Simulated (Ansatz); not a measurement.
`[SH][GaH][Cl]` + H–F → `[F][GaH][Cl]` + H₂S at 500 K and 1 bar (ligand exchange at a Ga–S bond).

Isolated molecules relaxed with PBE0-D4/def2-TZVP in Ansatz; ΔE leaves out vibrations. CCSD(T)/CBS is the MP2 limit (def2-TZVPP, def2-QZVPP) plus CCSD(T) − MP2 in def2-TZVPP, frozen cores. This one scheme is used for every species. For Ga outer-core shells are correlated without core-valence functions, which leaves a few kJ/mol of doubt a bond. Scalar relativity is left out up to krypton. One conformer a species, not always the lowest.

| species | CCSD(T)/CBS energy (Eh) | H − E (kJ/mol) | S (J/(mol·K)) |
| --- | --- | --- | --- |
| `[SH][GaH][Cl]` | -2782.78263 | 78.4 | 355.6 |
| H–F | -100.39570 | 39.4 | 188.7 |
| `[F][GaH][Cl]` | -2484.20089 | 53.4 | 328.5 |
| H₂S | -398.97279 | 57.0 | 224.0 |

H − E and S are ideal-gas, rigid-rotor, harmonic terms from PBE0-D4/def2-TZVP, for one conformer and one mirror image of each species. 1 Eh = 2625.50 kJ/mol, R = 8.31446 J/(mol·K).

**Question.** By hand: ΔE, ΔH, ΔS and ΔG.

**Answer.** ΔE = (-2484.20089) + (-398.97279) − (-2782.78263) − (-100.39570) = 0.00465 Eh = 12.2 kJ/mol. Δ(H − E) = 53.4 + 57.0 − 78.4 − 39.4 = -7.4, so ΔH = 4.8 kJ/mol. ΔS = 328.5 + 224.0 − 355.6 − 188.7 = 8.2 J/(mol·K). ΔG = 4.8 − 500 × (8.2)/1000 = 0.7 kJ/mol.

**Question.** By hand: the equilibrium constant, and the temperature at which ΔG would vanish if ΔH and ΔS stayed fixed.

**Answer.** log₁₀ K = −ΔG/(RT ln 10) = -0.1. ΔG = 0 at ΔH/ΔS = 585 K, though so small a ΔH makes that figure unsure.

TΔS isn't small against ΔH here. The sign of ΔG lies within the doubt. A doubt of 5 kJ/mol in ΔE shifts log₁₀ K by 0.5 here. Other conformers and mirror images would add mixing entropy, several J/(mol·K) or more a flexible species. These are equilibria of isolated gas molecules and say nothing of rates. Largest T1 diagnostic: 0.013 (customary marks: 0.02 for closed shells, 0.045 for open ones).
